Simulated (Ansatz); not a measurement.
`[NH2][AlH][SiH2]O` and `NB[SiH2]O` differ in one element.

Ansatz, PBE0-D4/def2-TZVP geometries, multiplicity 1. Each molecule was computed in one conformer, which needn't be the lowest.

| property | `[NH2][AlH][SiH2]O` |
| --- | --- |
| HOMO energy (B3LYP/def2-TZVPP) / eV | -6.88 |
| HOMO energy (ωB97M-V/def2-TZVPP) / eV | -9.10 |
| HOMO–LUMO gap (B3LYP/def2-TZVPP) / eV | 5.52 |
| ideal-gas entropy at 298 K and 1 bar (rigid rotor, harmonic PBE0-D4/def2-TZVP) / J/(mol·K) | 358 |
| zero-point energy (PBE0-D4/def2-TZVP) / kJ/mol | 167.7 |
| LUMO energy (PBE/def2-TZVPP) / eV | -1.93 |

Problem. What does the change do to each property? (An estimate is asked.)

Solution. The calculation gave: 
| property | `NB[SiH2]O` | shift |
| --- | --- | --- |
| HOMO energy (B3LYP/def2-TZVPP) / eV | -7.27 | -0.39 |
| HOMO energy (ωB97M-V/def2-TZVPP) / eV | -9.64 | -0.54 |
| HOMO–LUMO gap (B3LYP/def2-TZVPP) / eV | 6.38 | 0.86 |
| ideal-gas entropy at 298 K and 1 bar (rigid rotor, harmonic PBE0-D4/def2-TZVP) / J/(mol·K) | 329 | -29 |
| zero-point energy (PBE0-D4/def2-TZVP) / kJ/mol | 187.8 | 20.1 |
| LUMO energy (PBE/def2-TZVPP) / eV | -1.62 | 0.31 |

With PBE0 the HOMO falls by 0.39 eV and the LUMO rises by 0.50 eV, so the gap widens by about 0.89 eV. PBE moves the HOMO by -0.24 eV and ωB97M-V by -0.54 eV. Modes under 60 cm⁻¹, often nearly free rotors, make the harmonic entropy too high.

B3LYP here is the variant with VWN-RPA as its local correlation; programs differ in this.
